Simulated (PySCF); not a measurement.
## Dipole moment and polarisability of `FCCC(=C=S)C(F)(F)F`

Species: C5H4F4S.
Cartesian coordinates in Å at the GFN2-xTB level; atoms count from 1:
```xyz
14
C5H4F4S angstrom
F     -2.8937   -0.9326   -0.3266
C     -1.9177   -0.0329    0.0084
C     -0.5515   -0.6601   -0.2322
C      0.5724    0.2920    0.0998
C      0.4223    1.5122    0.5451
S      0.2516    2.9575    1.0706
C      1.9487   -0.2692   -0.1233
F      2.1718   -1.3605    0.6292
F      2.9252    0.5980    0.1578
F      2.1285   -0.6580   -1.3973
H     -2.0701    0.8536   -0.6161
H     -2.0647    0.2214    1.0633
H     -0.4709   -0.9606   -1.2817
H     -0.4526   -1.5615    0.3807
```

Level: PBE0/def2-SVPD (PySCF), static field, nuclei fixed, core orbitals frozen in the response. The polarisability tensor in these axes (au):

```
x    76.81  -2.39  -1.02
y    -2.39 112.31  18.46
z    -1.02  18.46  68.31
```

Task: Diagonalise the tensor; give its mean and Δα, where Δα² is half the sum of the squared differences of the eigenvalues.

Result: Principal values 61.59, 76.65 and 119.19 au; mean 85.81 au = 12.72 Å³ = 14.15 × 10⁻⁴⁰ C²·m²/J; Δα = 51.74 au (60 % of the mean).

Task: What is the dipole moment, and where does it point?

Result: (-0.85, 1.33, 0.51) D, 1.65 D in size, pointing from the negative to the positive side. Measured along this direction, the outermost atoms are F10 and F8 at the negative end and S6 at the positive end.

Task: In a dilute gas of rigid molecules at 273 K, how does the orientational term μ²/3kT compare with the electronic polarisability?

Result: In Gaussian units μ²/3kT = 24.22 Å³ against 12.72 Å³, a ratio of 1.90; the Debye molar polarisation (4π/3)N_A(α + μ²/3kT) is 93.2 cm³/mol, leaving out the vibrational part.

Task: Find the Langevin capture rate constant for NH4+ (18.034 u) meeting this molecule (171.997 u), k = 2.342 × 10⁻⁹ cm³/s × √(α in Å³ / reduced mass in u).

Result: The reduced mass is 16.32 u, so k = 2.07 × 10⁻⁹ cm³/s. The formula leaves out the permanent dipole, which adds to the capture rate.

Task: What molar refraction does this α imply?

Result: Lorentz–Lorenz: R = (4π/3)N_A α = 2.5225 cm³/(mol·Å³) × 12.72 Å³ = 32.1 cm³/mol, in the limit of long wavelengths.

The structure is a single GFN2-xTB conformer in the gas phase; no vibrational or solvent corrections.

These values come from a run that also computed excited states. On Arm Neoverse V1, one thread, shared host with 32 logical CPUs at a one-minute load of 19, this took 58 s and 0.98 GiB of memory at its peak.
